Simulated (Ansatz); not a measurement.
Program: Ansatz. Geometries: PBE0-D4/def2-TZVP. ΔE: electronic, gas phase. CCSD(T)/CBS adds triple-zeta CCSD(T) − MP2 to the extrapolated MP2 energy (def2 sets, frozen cores). DFT in def2-TZVPP. B3LYP here is the variant with VWN-RPA as its local correlation; programs differ in this. def2 core potentials past Kr. For Hf, Se outer-core shells are correlated without core-valence functions, which leaves a few kJ/mol of doubt a bond. Scalar relativity is left out up to krypton. Each species was taken in one conformer, which may not be the lowest.

Consider the redistribution: `[F][Hf]([SeH])([SeH])[SeH]` + `O[SiH](F)[SiH3]` → `O[SiH]([SiH3])[SeH]` + `[F][Hf]([F])([SeH])[SeH]`.

| level | ΔE (kJ/mol) |
| --- | --- |
| PBE-D4 | -19.7 |
| r2SCAN-D4 | -11.6 |
| PBE0 | -11.5 |
| B3LYP | -8.7 |
| HF/def2-TZVPP | 5.4 |
| SCS-MP2/def2-TZVPP | 5.0 |
| CCSD/def2-TZVPP | 2.3 |
| SCS-MP2/def2-QZVPP | 4.0 |

What does CCSD(T)/CBS give? (Estimate.)

Computed: +0.6 kJ/mol. The listed levels differ from it by -20.3, -12.2, -12.1, -9.3, 4.8, 4.4, 1.7, 3.4 kJ/mol.

Largest T1 diagnostic among the species: 0.014.

From PBE to PBE0 (25 % exact exchange), in def2-TZVPP and without D4, ΔE moves by +7.7 kJ/mol.
